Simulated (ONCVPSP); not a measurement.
## Potentials for N compared

Generated with ld1.x 7.5 (TM, RRKJ, ultrasoft, PAW), atompaw 4.2 or ONCVPSP 4.0.1. The cutoff is in Ry: for ld1.x and atompaw files where the sum of valence levels is converged to 10 mRy in a Bessel basis, for ONCV files where the hardest occupied wave has 1 mHa per electron of residual kinetic energy. The error is the largest all-electron minus pseudo excitation energy over each file’s own four to seven test configurations (ionisations up to +4, promotions, holes and added fractions of an electron), all of which were solved. The labels leave out finer settings (local radius, basis sizes, second energies), which also bear on the numbers. Spin-polarised tests are not counted. The rows are a selection from randomly drawn settings: files with unsolved tests, undetermined cutoffs or missed reference levels are left out.

A true bound ghost makes a file unfit for plane-wave use even where its test errors are small: the radial tests pick states by their node count and pass the ghost by.

```csv
potential,cutoff (Ry),largest error (meV),bound ghosts
"ONCV, PBE, scalar-relativistic, rc 0.80/2.00/2.05 (spd), local smoothed, core correction yes, reference 2s2 2p2, qcut 7.7/8.4/5.2, projectors 2/3/2",60,+860,d
"ONCV, PBE, fully relativistic, rc 0.90/1.65 (sp), local s, core correction yes, reference 2s1.75 2p3.25, qcut 5.8/13.5, projectors 0/2",208,+145,none
"ONCV, PBE, non-relativistic, rc 0.75/1.65/1.50 (spd), local s, core correction yes, reference 2s2 2p3, qcut 8/7.1/7.3, projectors 0/2/3",58,+1151,none
"ONCV, LDA (Perdew-Wang 92), scalar-relativistic, rc 0.80/2.15 (sp), local s, core correction yes, reference 2s2 2p2, qcut 9.4/5.8, projectors 0/2",64,+1878,none
"ONCV, PBE, scalar-relativistic, rc 0.70/2.30 (sp), local smoothed, core correction no, reference 2s2 2p3, qcut 7.6/5.9, projectors 2/2",59,+2993,none
"ONCV, LDA (Perdew-Zunger), scalar-relativistic, rc 0.85/1.55 (sp), local smoothed, core correction yes, reference 2s2 2p2.5, qcut 9.5/11.1, projectors 2/2",64,+69,none
```

Problem. Fill in the row for N: ONCV, PBE, scalar-relativistic, rc 0.70/2.50/2.15 (spd), local smoothed, core correction yes, reference 2s2 2p3, qcut 10.3/5.4/4.3, projectors 2/3/2.

Solution. cutoff 119 Ry, largest error +4136 meV, bound ghosts: s, d.

Problem. Fill in the row for N: ONCV, PBE, scalar-relativistic, rc 1.00/1.95/1.50 (spd), local s, core correction yes, reference 2s2 2p1, qcut 7/8.4/7, projectors 0/3/2.

Solution. cutoff 61 Ry, largest error +795 meV, bound ghosts: none.

Problem. Fill in the row for N: ONCV, LDA (Perdew-Wang 92), scalar-relativistic, rc 0.90/1.35 (sp), local s, core correction yes, reference 2s2 2p3, qcut 6.6/12.2, projectors 0/2.

Solution. cutoff 106 Ry, largest error +85 meV, bound ghosts: none.
